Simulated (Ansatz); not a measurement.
`F[SiH2]O[SiH](Cl)Cl` → `O[SiH2][Si](F)(Cl)Cl`  (isomerisation)

Calculated with Ansatz (gas phase, PBE0-D4/def2-TZVP geometries, no zero-point term in ΔE). CCSD(T)/CBS adds triple-zeta CCSD(T) − MP2 to the extrapolated MP2 energy (def2 sets, frozen cores). Functionals use def2-TZVPP. Each species was taken in one conformer, which may not be the lowest.

`F[SiH2]O[SiH](Cl)Cl`:

```xyz
9

F    -1.712   -0.314    2.189
Si   -0.479   -0.795    1.312
O    -0.310    0.275    0.096
Si    0.359    0.868   -1.241
Cl    2.326    1.270   -0.903
Cl    0.220   -0.500   -2.742
H     0.726   -0.776    2.165
H    -0.797   -2.129    0.765
H    -0.331    2.100   -1.641
```

`O[SiH2][Si](F)(Cl)Cl`:

Cartesian coordinates in Å:
```
O -1.903 0.216 -0.540
Si -0.544 0.779 0.194
Si 1.106 -0.841 -0.138
F 1.459 -1.036 -1.674
Cl 2.815 -0.232 0.799
Cl 0.562 -2.663 0.590
H -2.701 0.745 -0.507
H -0.075 2.068 -0.385
H -0.719 0.962 1.661
```

| level | ΔE (kJ/mol) |
| --- | --- |
| r2SCAN-D4 | 139.6 |
| HF/def2-TZVPP | 175.3 |

(1) What does CCSD(T)/CBS give? (Estimate.)

Largest T1 diagnostic among the species: 0.011.

## Answers

(1) Computed: +148.2 kJ/mol. The listed levels differ from it by -8.6, 27.1 kJ/mol.

In def2-TZVPP, CCSD(T) changes the Hartree–Fock value by −26.0 kJ/mol (the triples alone add −4.1 kJ/mol) and MP2 by −19.7 kJ/mol. From PBE to PBE0 (25 % exact exchange), in def2-TZVPP and without D4, ΔE moves by +12.0 kJ/mol.

CCSD(T)/CBS has its own doubt, a few kJ/mol and more with outer-core shells, so smaller differences from it don't rank the levels.
